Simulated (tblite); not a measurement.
Compound: C5H10OSi.
SMILES with atom numbers: `[CH2:1]=[CH:2]/[CH:3]=[CH:4]/[CH2:5][O:6][SiH3:7]` (hydrogens: H8, H9 on C1; H10 on C2; H11 on C3; H12 on C4; H13, H14 on C5; H15, H16, H17 on Si7)

Computed with GFN2-xTB (tblite), gas phase: L-BFGS steps from a force-field or distance-geometry start until the largest atomic force falls under 0.01 eV/Å.

Geometry at step 1:
```
atom  x, y, z in Å
C1     -3.8129    0.2302   -0.0593
C2     -2.6616   -0.1891    0.4857
C3     -1.3867   -0.0879   -0.1888
C4     -0.2425   -0.5130    0.3597
C5      1.0888   -0.4208   -0.3020
O6      1.9732    0.2870    0.5502
Si7     3.5180    0.5645    0.0646
H8     -3.8489    0.6777   -1.0399
H9     -4.7352    0.1348    0.4850
H10    -2.6801   -0.6219    1.4795
H11    -1.3875    0.3551   -1.1776
H12    -0.2422   -0.9561    1.3470
H13     1.4685   -1.4426   -0.4670
H14     1.0178    0.0839   -1.2778
H15     3.4942    1.3418   -1.1968
H16     4.2488    1.3055    1.1133
H17     4.1812   -0.7370   -0.1857
```

Question: Give the atomic forces at this geometry.

Answer: 
| atom | Fx (eV/Å) | Fy (eV/Å) | Fz (eV/Å) |
| --- | --- | --- | --- |
| C1 | 0.573 | -0.205 | 0.328 |
| C2 | -0.592 | 0.242 | -0.400 |
| C3 | 0.217 | -0.140 | 0.357 |
| C4 | -0.413 | 0.114 | -0.214 |
| C5 | -0.007 | 0.054 | 0.228 |
| O6 | 0.594 | -0.055 | -0.449 |
| Si7 | 0.133 | 0.062 | 0.076 |
| H8 | -0.030 | -0.049 | 0.068 |
| H9 | -0.091 | 0.060 | -0.094 |
| H10 | 0.144 | 0.011 | -0.113 |
| H11 | -0.017 | -0.026 | 0.067 |
| H12 | 0.043 | 0.065 | -0.028 |
| H13 | 0.090 | 0.130 | -0.021 |
| H14 | -0.016 | -0.079 | 0.167 |
| H15 | 0.008 | -0.158 | 0.198 |
| H16 | -0.523 | -0.241 | -0.170 |
| H17 | -0.112 | 0.214 | 0.000 |

The largest, 0.75 eV/Å, acts on C2 (O6 within 3 % of it); the rms over all components is 0.231 eV/Å. The forces sum to zero within rounding, as they must for an isolated molecule in no field.

Question: Give the force on C2 in Eh/bohr and in nN.

Answer: 0.754 eV/Å ÷ 51.422 = 0.01467 Eh/bohr, and 0.754 eV/Å × 1.602 = 1.21 nN.

Question: How far is this geometry from the end of the optimisation?

Answer: 0.116 eV above it, and 0.147 Å rms away after alignment. The bonds farthest from their final lengths, with half the difference of the two atoms' forces along the bond (positive lengthens):

```tsv
bond	now (Å)	final (Å)	force along bond (eV/Å)
O6–Si7	1.643	1.617	-0.28
Si7–H16	1.477	1.452	-0.33
C5–O6	1.418	1.400	-0.04
Si7–H15	1.482	1.467	-0.11
Si7–H17	1.482	1.468	-0.12
C1=C2	1.341	1.329	-0.72
```

The angle farthest from its final value is O6–Si7–H16, 109.9° against 99.1°.

Of the 6 listed bonds off by 0.010 Å or more, this force points towards the final length in 6.

The cost below is that of the whole relaxation. The run took 0.28 s on an Arm Neoverse V2 with one thread, no GPU, shared host.
